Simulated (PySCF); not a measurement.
# What a mistake does to a calculation on BFH3OSi anion

Calculated results; nothing here was measured. They come from PySCF 2.14.0, an open-source quantum chemistry program, on an isolated molecule that a program drew, which may never have been made. The molecule is BFH3OSi anion (charge -1, singlet), drawn as the SMILES string `O[SiH-]BF`.

Each row is a Hartree-Fock (HF) and frozen-core CCSD(T) single point in the aug-cc-pV(D+d)Z basis, meant for a local HF minimum. Run 1 is clean. Each other run has one planted mistake out of seven kinds, and not every kind appears here: one electron removed, one electron added, multiplicity raised by two, geometry at a saddle point, minimal basis STO-3G, one bond length entered in bohr, all coordinates scaled. The reference is restricted for singlets and unrestricted otherwise, and also for a bond in bohr. Adding or removing an electron swaps singlet and doublet. Electrons count all cores. HOMO and LUMO are orbital energies over both spins, the gradient is its largest component, and the lowest frequency (negative if imaginary) is given only where the gradient is small. Bond lengths are over the 6 bonds as drawn. T1 is the CCSD diagnostic: over 0.02 (restricted) or 0.045 (unrestricted) a single reference is doubtful.

Geometry of the clean run:
```xyz
7
BFH3OSi anion, angstrom
O    -2.5570    0.2067    1.9338
Si   -1.1798    1.1935    1.5159
B     0.4541    0.0315    1.3532
F     0.4721   -1.3076    1.0238
H    -2.3820   -0.4124    2.6203
H    -0.8423    1.9039    2.8292
H     1.5779    0.5126    1.3285
```

| run | electrons | basis functions | <S^2> | HOMO (eV) | LUMO (eV) | gradient (hartree/bohr) | lowest frequency (cm^-1) | mean bond (Å) | longest bond (Å) | T1 | HF (hartree) | CCSD(T) (hartree) | mistake |
|---|---|---|---|---|---|---|---|---|---|---|---|---|---|
| 1 | 40 | 128 | 0.000 | -1.91 | 3.81 | 3.2e-05 | 105 | 1.4717 | 2.012 | 0.0205 | -489.74645 | -490.40905 | no fault |
| 2 | 40 | 128 | 0.000 | -1.99 | 3.82 | 1.2e-02 | - | 1.4908 | 2.038 | 0.0209 | -489.74548 | -490.41012 | all coordinates scaled |
| 3 | 39 | 128 | 0.771 | -10.24 | -0.13 | 4.7e-02 | - | 1.4717 | 2.012 | 0.0196 | -489.71716 | -490.33900 | one electron removed |
| 4 | 40 | 27 | 0.000 | 3.00 | 14.23 | 5.4e-02 | - | 1.4717 | 2.012 | 0.0226 | -483.43648 | -483.59963 | minimal basis STO-3G |
| 5 | 40 | 128 | 0.581 | -2.23 | 3.89 | 2.5e-02 | - | 1.6530 | 2.311 | 0.0584 | -489.64230 | -490.31511 | ? |
| 6 | 40 | 128 | 0.000 | -0.97 | 3.76 | 5.7e-05 | -344 | 1.4398 | 1.888 | 0.0171 | -489.73001 | -490.39661 | ? |

**Which mistake was planted in run 5, and what did it cost?**

The mean bond changes by a factor of 1.123 and the longest by 1.149, so the molecule wasn't scaled as a whole. A length L in bohr read as angstrom grows by (1/0.5292 - 1) L = 0.890 L. The 6 bonds together grew by 6 x 0.1813 = 1.088 Å, which gives L = 1.223 Å. That is bond B3-H7, 1.223 Å in the clean geometry. So the mistake is: one bond length entered in bohr. Subtracting run 1 and multiplying by 627.51 kcal/mol a hartree, the energy moved by 65.4 kcal/mol in HF and 58.9 kcal/mol in CCSD(T).

**Which mistake was planted in run 6, and what did it cost?**

The gradient is small, so the point is stationary, but the lowest frequency is imaginary (-344 cm^-1). So the mistake is: geometry at a saddle point. Subtracting run 1 and multiplying by 627.51 kcal/mol a hartree, the energy moved by 10.3 kcal/mol in HF and 7.8 kcal/mol in CCSD(T).

Cautions from the logs. Run 1: T1 is over the limit, so its CCSD(T) energy is less reliable; run 2: T1 is over the limit, so its CCSD(T) energy is less reliable; run 4: T1 is over the limit, so its CCSD(T) energy is less reliable and the HOMO is above zero, so the electron isn't bound and the energy depends on the basis; run 5: T1 is over the limit, so its CCSD(T) energy is less reliable.
